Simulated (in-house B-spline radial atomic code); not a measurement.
Configurations of S, with energies counted from [Ne] 3s2 3p4. Level of theory: non-relativistic PBE0, spin-polarised, spherical fractional occupations, exact exchange averaged over the configuration, point nucleus; calculated with a B-spline radial code for spherical atoms. Shells without spins written out take the highest spin.

Occupations are held fixed; configurations that lie above the ionisation limit could autoionise.

| configuration | E - E(ref) (eV) | highest orbital | its <r> (bohr) |
| --- | --- | --- | --- |
| [Ne] 3s2 3p3 4s1 | 6.382 | 4s up | 5.69 |
| [Ne] 3s2 3p3 4f1 | 9.2889 | 4f up | 16.89 |
| [Ne] 3s1 3p4 4s1 | 16.94 | 4s up | 5.594 |
| [Ne] 3s1 3p4 3d1 | 18.609 | 3d up | 6.121 |

(1) Order these further configurations by energy, lowest first.
A. [Ne] 3s1 3p4 4d1
B. [Ne] 3s2 3p3 4p1
C. [Ne] 3s1 3p4 4f1
D. [Ne] 3s2 3p3 4d1

Answers

(1) B (7.6265 eV), D (8.8889 eV), A (19.482 eV), C (19.911 eV).
